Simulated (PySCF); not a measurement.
Computed with PySCF 2.14.0 with TPSSh-D3(BJ)/def2-TZVP // PBE-D3(BJ)/def2-SVP. Isolated molecules, 0 K electronic values unless said otherwise. One relaxed conformer stands for a flexible species; it need not be the lowest. 

Reference species: [Ta(NH2)5] (neutral, multiplicity 1).

- coordination number = 5
- HOMO = -5.66 eV
- mean distance from the central atom to its bonded neighbours = 2.029 Å

Changed species: [Ta(F)5] (0 of 5 F replaced by NH2; the reference has 5 of 5 F replaced by NH2).

Question: Give the shifts of the coordination number, HOMO and mean distance from the central atom to its bonded neighbours.

Answer: the coordination number stays essentially unchanged; the HOMO falls by 5.46 eV, to -11.12 eV; the mean distance from the central atom to its bonded neighbours drops by 0.148 Å, to 1.881 Å.
